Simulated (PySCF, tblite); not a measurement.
C₇H₁₁F.
SMILES with atom numbers: `[F:1][CH2:2][CH2:3][C@H:4]1[CH2:5][C:6]12[CH2:7][CH2:8]2` (hydrogens: H9, H10 on C2; H11, H12 on C3; H13 on C4; H14, H15 on C5; H16, H17 on C7; H18, H19 on C8)

Computed with GFN2-xTB (tblite), gas phase: nudged elastic band of 9 images (0 to 8), spring 0.2 eV/Å², climbing image at the end, force threshold 0.05 eV/Å. The top image wasn't refined or checked by frequencies; at this threshold it can lie a kcal/mol or more above the true saddle point of the method.

Path: rotation about C2–C3 (sp3 C–F carbon, chain CH2 carbon), followed by the dihedral F1–C2–C3–C4.

Image 0 (start, dihedral 179°):
```
atom  x, y, z in Å
F1      3.709   -0.675   -0.131
C2      2.664    0.204   -0.292
C3      1.385   -0.376    0.298
C4      0.236    0.595    0.148
C5     -0.509    0.670   -1.172
C6     -1.150    0.089    0.029
C7     -2.429    0.222    0.759
C8     -1.890   -1.141    0.382
H9      2.564    0.383   -1.368
H10     2.955    1.131    0.213
H11     1.148   -1.313   -0.209
H12     1.554   -0.598    1.355
H13     0.380    1.531    0.677
H14    -0.839    1.637   -1.522
H15    -0.204    0.002   -1.965
H16    -3.291    0.595    0.226
H17    -2.403    0.511    1.800
H18    -2.390   -1.688   -0.404
H19    -1.500   -1.770    1.169
```

Image 8 (end, +0.021 eV, dihedral -69°):
```
atom  x, y, z in Å
F1      2.703    0.096   -1.527
C2      2.696    0.248   -0.161
C3      1.387   -0.257    0.432
C4      0.214    0.621    0.055
C5     -0.469    0.418   -1.284
C6     -1.146    0.039   -0.025
C7     -2.463    0.240    0.617
C8     -1.849   -1.140    0.524
H9      2.840    1.316    0.034
H10     3.553   -0.319    0.218
H11     1.208   -1.274    0.080
H12     1.499   -0.284    1.519
H13     0.303    1.642    0.410
H14    -0.815    1.290   -1.820
H15    -0.091   -0.364   -1.926
H16    -3.314    0.464   -0.010
H17    -2.501    0.718    1.586
H18    -2.290   -1.850   -0.162
H19    -1.473   -1.592    1.431
```

Question: What do the inner images look like?

Answer: 
Image 1: +0.009 eV, dihedral -167°
```
atom  x, y, z in Å
F1      3.626   -0.761   -0.366
C2      2.663    0.215   -0.270
C3      1.381   -0.357    0.321
C4      0.235    0.611    0.144
C5     -0.503    0.642   -1.182
C6     -1.150    0.100    0.032
C7     -2.440    0.223    0.742
C8     -1.872   -1.137    0.397
H9      2.493    0.592   -1.283
H10     3.084    1.010    0.356
H11     1.148   -1.293   -0.192
H12     1.534   -0.581    1.380
H13     0.386    1.563    0.642
H14    -0.828    1.596   -1.571
H15    -0.200   -0.060   -1.946
H16    -3.304    0.569    0.193
H17    -2.432    0.528    1.778
H18    -2.350   -1.707   -0.386
H19    -1.481   -1.743    1.201
```

Image 2: +0.034 eV, dihedral -153°
```
atom  x, y, z in Å
F1      3.520   -0.794   -0.610
C2      2.670    0.225   -0.251
C3      1.381   -0.337    0.344
C4      0.229    0.619    0.139
C5     -0.496    0.613   -1.194
C6     -1.150    0.095    0.026
C7     -2.447    0.224    0.723
C8     -1.866   -1.139    0.415
H9      2.460    0.794   -1.163
H10     3.219    0.853    0.458
H11     1.156   -1.280   -0.159
H12     1.519   -0.548    1.407
H13     0.368    1.583    0.617
H14    -0.826    1.554   -1.609
H15    -0.178   -0.104   -1.938
H16    -3.310    0.551    0.159
H17    -2.449    0.554    1.751
H18    -2.333   -1.731   -0.359
H19    -1.477   -1.722    1.236
```

Image 3: +0.065 eV, dihedral -139°
```
atom  x, y, z in Å
F1      3.393   -0.772   -0.845
C2      2.678    0.232   -0.234
C3      1.382   -0.318    0.366
C4      0.224    0.624    0.132
C5     -0.490    0.584   -1.207
C6     -1.151    0.088    0.019
C7     -2.454    0.225    0.703
C8     -1.861   -1.141    0.431
H9      2.463    0.974   -1.010
H10     3.342    0.667    0.519
H11     1.165   -1.272   -0.117
H12     1.507   -0.505    1.435
H13     0.350    1.599    0.591
H14    -0.824    1.513   -1.645
H15    -0.158   -0.146   -1.932
H16    -3.314    0.533    0.127
H17    -2.465    0.578    1.724
H18    -2.320   -1.753   -0.332
H19    -1.475   -1.702    1.268
```

Image 4 (top): +0.084 eV, dihedral -124°
```
atom  x, y, z in Å
F1      3.245   -0.693   -1.065
C2      2.684    0.237   -0.219
C3      1.384   -0.300    0.388
C4      0.219    0.627    0.121
C5     -0.485    0.554   -1.221
C6     -1.151    0.080    0.011
C7     -2.459    0.226    0.684
C8     -1.858   -1.142    0.446
H9      2.498    1.128   -0.826
H10     3.444    0.458    0.536
H11     1.175   -1.270   -0.066
H12     1.500   -0.453    1.462
H13     0.335    1.612    0.562
H14    -0.821    1.472   -1.680
H15    -0.140   -0.187   -1.928
H16    -3.318    0.516    0.096
H17    -2.478    0.601    1.697
H18    -2.310   -1.773   -0.305
H19    -1.474   -1.682    1.299
```

Image 5: +0.081 eV, dihedral -110°
```
atom  x, y, z in Å
F1      3.096   -0.568   -1.243
C2      2.688    0.239   -0.206
C3      1.385   -0.285    0.406
C4      0.216    0.627    0.110
C5     -0.479    0.525   -1.234
C6     -1.151    0.072    0.002
C7     -2.462    0.228    0.666
C8     -1.855   -1.143    0.461
H9      2.554    1.238   -0.632
H10     3.515    0.251    0.511
H11     1.186   -1.271   -0.016
H12     1.500   -0.400    1.485
H13     0.322    1.621    0.532
H14    -0.817    1.432   -1.712
H15    -0.124   -0.227   -1.924
H16    -3.319    0.502    0.068
H17    -2.489    0.623    1.672
H18    -2.301   -1.792   -0.280
H19    -1.474   -1.663    1.327
```

Image 6: +0.059 eV, dihedral -96°
```
atom  x, y, z in Å
F1      2.941   -0.394   -1.388
C2      2.689    0.240   -0.194
C3      1.387   -0.272    0.422
C4      0.215    0.627    0.097
C5     -0.473    0.493   -1.248
C6     -1.149    0.063   -0.005
C7     -2.465    0.230    0.648
C8     -1.852   -1.143    0.476
H9      2.630    1.310   -0.421
H10     3.556    0.044    0.445
H11     1.196   -1.273    0.031
H12     1.504   -0.349    1.505
H13     0.313    1.630    0.499
H14    -0.810    1.390   -1.745
H15    -0.108   -0.270   -1.920
H16    -3.319    0.488    0.040
H17    -2.499    0.647    1.645
H18    -2.292   -1.809   -0.251
H19    -1.474   -1.642    1.357
```

Image 7: +0.033 eV, dihedral -83°
```
atom  x, y, z in Å
F1      2.793   -0.178   -1.488
C2      2.688    0.242   -0.183
C3      1.388   -0.261    0.437
C4      0.215    0.627    0.085
C5     -0.465    0.459   -1.260
C6     -1.147    0.055   -0.012
C7     -2.466    0.233    0.630
C8     -1.849   -1.142    0.494
H9      2.723    1.335   -0.204
H10     3.568   -0.150    0.338
H11     1.202   -1.273    0.072
H12     1.510   -0.306    1.521
H13     0.307    1.639    0.463
H14    -0.802    1.343   -1.779
H15    -0.092   -0.316   -1.914
H16    -3.317    0.473    0.009
H17    -2.509    0.673    1.616
H18    -2.283   -1.826   -0.220
H19    -1.475   -1.618    1.389
```

The largest changes of bonds and angles from start to top: C2–C3 1.523 → 1.532 Å, C2–C3–H12 108.8 → 110.4°, C3–C2–H10 111.5 → 112.8°, C2–C3–H11 109.2 → 108.0°. GFN2-xTB torsional profiles can miss by a kcal/mol or more and can put conformers in the wrong order.

Question: What do single points at PBE0/pcSseg-1 (PySCF, no dispersion term) give on some images?

Answer: 
```json
{"image": "0", "GFN2-xTB E (eV)": "0.000", "DFT E (eV)": "0.000", "HOMO (eV)": "-7.86", "LUMO (eV)": "1.52", "dipole (D)": "1.97"}
{"image": "2", "GFN2-xTB E (eV)": "0.034", "DFT E (eV)": "0.063", "HOMO (eV)": "-7.84", "LUMO (eV)": "1.53", "dipole (D)": "1.93"}
{"image": "4", "GFN2-xTB E (eV)": "0.084", "DFT E (eV)": "0.143", "HOMO (eV)": "-7.79", "LUMO (eV)": "1.54", "dipole (D)": "1.84"}
{"image": "6", "GFN2-xTB E (eV)": "0.059", "DFT E (eV)": "0.091", "HOMO (eV)": "-7.74", "LUMO (eV)": "1.55", "dipole (D)": "1.78"}
{"image": "8", "GFN2-xTB E (eV)": "0.021", "DFT E (eV)": "0.008", "HOMO (eV)": "-7.70", "LUMO (eV)": "1.56", "dipole (D)": "1.72"}
```

Energies count from image 0 at each level. At the GFN2-xTB top the DFT energy is 3.3 kcal/mol against 1.9; the geometries weren't optimised at the DFT level.

The cost below is that of the whole band run. The run took 3.5 s wall on Intel Xeon Platinum 8488C, one thread, shared host with 192 logical CPUs at a one-minute load of 112, and the process peaked at 0.19 GiB of memory.
